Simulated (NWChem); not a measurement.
System: CdSiH3F; SMILES [SiH3][Cd][F]

Input file for NWChem:

```
start job
memory heap 200 mb stack 900 mb global 1100 mb
geometry units angstroms noautoz
  Cd    -0.557483     0.351405     0.000000
  F     -0.653092     2.293046     0.000000
  Si    -0.435752    -2.112257     0.000000
  H     -1.108446    -2.670432    -1.212893
  H     -1.108446    -2.670432     1.212893
  H      0.989014    -2.565730     0.000000
end
basis spherical
  Cd library def2-svp
  F library def2-svp
  Si library def2-svp
  H library def2-svp
end
ecp
  Cd library def2-ecp
end
dft
  xc xtpss03 ctpss03
  iterations 150
  mulliken
end
task dft energy
```

Geometry: optimised at PBE0/def2-SVP. def2 effective core potentials on Cd; no spin-orbit coupling.

**Question.** Give the results of this calculation. (TPSS/def2-SVP with def2 effective core potentials on Cd.) Quantities: energy (Ha); highest occupied level (eV); orbital gap (eV); dipole (D).

**Answer.** The energy (Ha) is -558.68 and the highest occupied level (eV) is -7.22. The orbital gap (eV) is 5.71 and the dipole (D) is 2.27.
